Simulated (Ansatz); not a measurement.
Species: C₄H₅S, charge 0, multiplicity 2. It need not be the lowest isomer of its formula. 
Structure (B3LYP-D3(BJ)/def2-TZVP (Ansatz, a program for electronic structure) minimum search):
```xyz
10

C     -1.2718     0.0450     0.0580
C     -0.7928    -1.2562    -0.0693
C      0.5727    -1.3650    -0.1366
C      1.3002    -0.0594    -0.0604
S     -0.0042     1.2316     0.1014
H     -2.3018     0.3541     0.1274
H     -1.4587    -2.1079    -0.1108
H      1.1116    -2.2959    -0.2361
H      1.9710     0.0069     0.8016
H      1.8960     0.1511    -0.9538
```
Charge 0, spin multiplicity 2.

Basis-set convergence of Hartree-Fock and CCSD(T) correlation energies (hartree) with Ansatz. Cores are frozen in the correlated levels unless marked. Open shells are spin-unrestricted. Spin-orbit coupling is left out. Non-relativistic.

The UHF reference is spin-contaminated (<S^2> 0.20 over the pure value in the largest basis). 

| basis | functions | E(HF) | E(corr, CCSD(T)) |
|---|---|---|---|
| cc-pV(D+d)Z | 104 | -551.89057 | -0.71838 |
| cc-pV(T+d)Z | 229 | [?] | [?] |

Task: Complete the blanks.

Result: 
- cc-pV(T+d)Z, E(HF): -551.94657
- cc-pV(T+d)Z, E(corr, CCSD(T)): -0.87713
